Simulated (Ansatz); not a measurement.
C4H4O2Zr, SMILES `C#[C][Zr]([OH])([OH])[C]#C`. The species carries charge 0 and has multiplicity 1. Zr takes the def2 core potential.

```xyz
11

C    -1.4366   -1.9442    1.9853
C    -0.7112   -1.2547    1.2954
Zr    0.5521    0.0153    0.0188
O     1.5343    1.1993    1.1356
O     1.6718   -1.1106   -1.0266
C    -0.6899    1.2159   -1.3430
C    -1.4038    1.8655   -2.0819
H    -2.0768   -2.5478    2.5890
H     2.1999    1.6947    1.6045
H     2.3941   -1.5676   -1.4483
H    -2.0339    2.4340   -2.7288
```

Problem. What are the harmonic wavenumbers in cm⁻¹ at PBE0-D4/def2-TZVP (Ansatz, finite differences of forces, unscaled)? (Estimate.)

Solution. The calculation gave: 58, 83, 96, 113, 165, 181, 185, 221, 225, 229, 259, 281, 331, 431, 455, 720, 721, 728, 729, 733, 737, 2081, 2083, 3451, 3451, 3994, 3997.

Problem. Is this a minimum?

Solution. Yes, all 27 modes are real.

Problem. Give the ideal-gas thermochemistry at 298.15 K and 1 bar (rigid rotor, harmonic oscillator; point group C2v, symmetry number 2).

Solution. Zero-point energy 159.9 kJ/mol; H(298) − E = 193.1 kJ/mol; entropy 438.8 J/(mol·K), of which translation 173.3, rotation 116.2, vibration 149.3; G(298) − E = 62.2 kJ/mol. Modes under 100 cm⁻¹ are hindered rotations or soft bends, so the harmonic entropy is rough.

Problem. And at 400, 500, 600, 800 and 1000 K?

Solution. 
```
T (K)  H − E (kJ/mol)  S (J/mol/K)  G − E (kJ/mol)
  400           210.7        489.5            14.9
  500           229.2        530.7           -36.2
  600           248.5        565.9           -91.1
  800           288.9        624.0          -210.3
 1000           331.2        671.1          -339.9
```

Problem. Rotational constants (cm⁻¹)?

Solution. 0.06359, 0.04412, 0.03613.
